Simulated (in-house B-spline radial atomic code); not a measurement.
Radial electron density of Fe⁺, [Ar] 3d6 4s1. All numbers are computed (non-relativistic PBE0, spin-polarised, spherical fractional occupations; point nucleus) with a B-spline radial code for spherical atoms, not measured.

Caution: exact exchange at fractional occupations of open shells leaves self-interaction of up to several eV.

Columns: r (bohr), 4πr²n(r) (electrons per bohr), bar.

```
 0.00256    0.859 #
 0.00313    1.247 ##
 0.00382    1.791 ##
 0.00467    2.561 ###
 0.00571    3.628 #####
 0.00697    5.063 ######
 0.00852     6.98 #########
  0.0104    9.434 ############
  0.0127    12.49 ################
  0.0155     16.1 #####################
   0.019     20.2 ##########################
  0.0232    24.28 ###############################
  0.0283    27.87 ####################################
  0.0346    30.37 #######################################
  0.0423    31.14 ########################################
  0.0517       30 #######################################
  0.0632    27.49 ###################################
  0.0772    25.01 ################################
  0.0943    24.31 ###############################
   0.115    26.41 ##################################
   0.141    30.72 #######################################
   0.172    34.28 ############################################
    0.21    33.98 ############################################
   0.257    28.51 #####################################
   0.314    20.41 ##########################
   0.384    14.29 ##################
   0.469    13.09 #################
   0.573    15.27 ####################
     0.7    16.72 #####################
   0.855    14.91 ###################
    1.04    10.76 ##############
    1.28    6.249 ########
    1.56     3.33 ####
    1.91    1.762 ##
    2.33    1.019 #
    2.85   0.5853 #
    3.48    0.293 
    4.25   0.1145 
    5.19  0.03209 
    6.34 0.005796 
    7.75 0.000604 
    9.47 3.284e-05
```

On this grid the curve has 3 maxima, near 0.0423, 0.172, 0.7 bohr.

The 4s up radial function P(r) = rR(r), positive near the nucleus:

```
r (bohr)         P
0.000769   0.00637
 0.00115  0.009431
 0.00171   0.01382
 0.00256   0.02023
 0.00382   0.02919
 0.00571   0.04148
 0.00852   0.05732
  0.0127   0.07599
   0.019   0.09454
  0.0283    0.1049
  0.0423    0.0935
  0.0632   0.04301
   0.115   -0.1066
   0.172   -0.1822
   0.257    -0.117
   0.384    0.1127
   0.573    0.3009
   0.855    0.1613
    1.28   -0.2756
    1.91    -0.633
    2.85    -0.618
    4.25   -0.3157
    6.34  -0.07396
    9.47  -0.00561
```
